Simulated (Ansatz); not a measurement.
Ideal-gas functions of Br$_{2}$F$_{2}$H$_{2}$In$_{2}$, SMILES `[F][In@H-]1[Br+][In@@H-]([F])[Br+]1` at 800 K and 1 bar, from an Ansatz frequency run at PBE0-D4/def2-TZVP.

Molar mass 429.46 g/mol, point group C2v (symmetry number 2), electronic degeneracy 1, moments of inertia 693.034, 1172.36, 1624.031 u Å². Harmonic wavenumbers (cm⁻¹, unscaled): 18, 77, 86, 91, 95, 119, 126, 177, 190, 190, 418, 422, 427, 453, 605, 609, 1917, 1919.

Use S(trans) = R[1.5 ln M + 2.5 ln T − 1.1517]; rotational temperatures θ = 24.2544 K / I; S(rot) = R[ln(√π/σ · √(T³/θAθBθC)) + 1.5]; for each mode x = 1.438777 ν̃/T, S = R[x/(eˣ − 1) − ln(1 − e⁻ˣ)] and H = RT x/(eˣ − 1); 1 cm⁻¹ = 0.0119627 kJ/mol; R = 8.31446 J/(mol·K).

Problem. By hand: the entropy, in J/(mol·K).

Solution. Translation 205.0. Rotation: θ = 0.035, 0.0207, 0.0149 K, giving 142.4. Vibration, mode by mode: 36.84, 24.76, 23.84, 23.37, 23.02, 21.15, 20.68, 17.87, 17.28, 17.28, 10.88, 10.80, 10.71, 10.24, 8.01, 7.96, 1.21, 1.21, in all 287.1. Electronic 0.0. Sum 634.5 J/(mol·K).

Problem. By hand: H − E and G − E in kJ/mol, counted from the electronic energy.

Solution. Zero-point energy ½ × 7939 × 0.0119627 = 47.5; thermal vibration 86.3; translation, rotation and pV give 4 RT = 26.6. H − E = 160.4 kJ/mol, and G − E = 160.4 − 800 × 634.5/1000 = -347.2 kJ/mol.

Vibration gives 45 % of the entropy, 173.6 J/(mol·K) of it from the modes under 150 cm⁻¹: soft modes count most, and the harmonic formula is weakest for them.
